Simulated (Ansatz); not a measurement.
Coupled-cluster diagnostics for the cluster Sr₄⁻, Ansatz.

Geometry of the doublet (r2SCAN/def2-TZVPD):

```csv
atom,x (Å),y (Å),z (Å)
Sr1,-0.792,-1.913,-1.430
Sr2,0.715,-0.883,2.246
Sr3,1.947,1.139,-1.117
Sr4,-1.869,1.658,0.302
```

In the def2 sets Sr takes a core potential; there is no spin–orbit coupling. Correlated methods freeze no core orbitals; core or outer-core shells of Sr are correlated, in sets that lack core-valence functions. The structure comes from a short search, and lower isomers may exist.

Geometry of the charge -1 quartet (r2SCAN/def2-TZVPD):

```xyz
4

Sr   -1.380   -0.165    2.103
Sr   -1.645   -0.444   -1.858
Sr    1.121    2.202   -0.230
Sr    1.903   -1.593   -0.015
```

Task: Estimate the CCSD(T) correlation energy, the shares of MP2 and (T), T1 and the reference's ⟨S²⟩ for: charge -1, doublet, own geometry in def2-TZVPD; charge -1, quartet, own geometry in def2-TZVPD; and the rough time on 4 threads of Arm Neoverse V2 on a shared host.

Result: 
| state | basis | correlation (eV) | MP2 share (%) | (T) share (%) | T1 | ⟨S²⟩ (pure) | wall time | remarks |
| --- | --- | --- | --- | --- | --- | --- | --- | --- |
| charge -1, doublet, own geometry | def2-TZVPD | -20.399 | 88.0 | 3.7 | 0.085 | 2.77 (0.75) | 2.5 min | large T1, spin-contaminated |
| charge -1, quartet, own geometry | def2-TZVPD | -19.674 | 88.4 | 3.2 | 0.078 | 5.31 (3.75) | 56 s | large T1, spin-contaminated |
Customary marks for T1 are 0.02 (closed shells), 0.045 (open shells) and about 0.05 (3d metals). T1 exceeds 0.02 in 2 of 2 rows and 0.045 in 2; the higher it lies, the less the single-reference result can be trusted.
